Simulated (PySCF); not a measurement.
CsBr, SMILES [Br][Cs]. Coordinates come from a PBE-D3(BJ)/def2-TZVPD optimisation. The def2 effective core potentials stand for the cores of Cs; spin–orbit coupling is left out.

All values below come from PBE-D3(BJ)/def2-TZVPD in PySCF 2.14.0.

Harmonic wavenumbers (cm⁻¹): 143. Rotational constants (GHz): 1.048 (linear); symmetry number 1.

Problem. Work out the zero-point energy and the ideal-gas rigid-rotor harmonic-oscillator thermochemistry at 298.15 K and 1 atm.

Solution. ZPE = ½ Σ hcν = ½ × 143 cm⁻¹ = 0.86 kJ/mol. H − E(el) = 11.25 kJ/mol. Entropy in J/(mol K): translation 175.60, rotation 80.55, vibration 11.54, total 267.68. G − E(el) = -68.56 kJ/mol. Cp = 37.09 J/(mol K). Modes under 150 cm⁻¹ make the vibrational entropy uncertain.
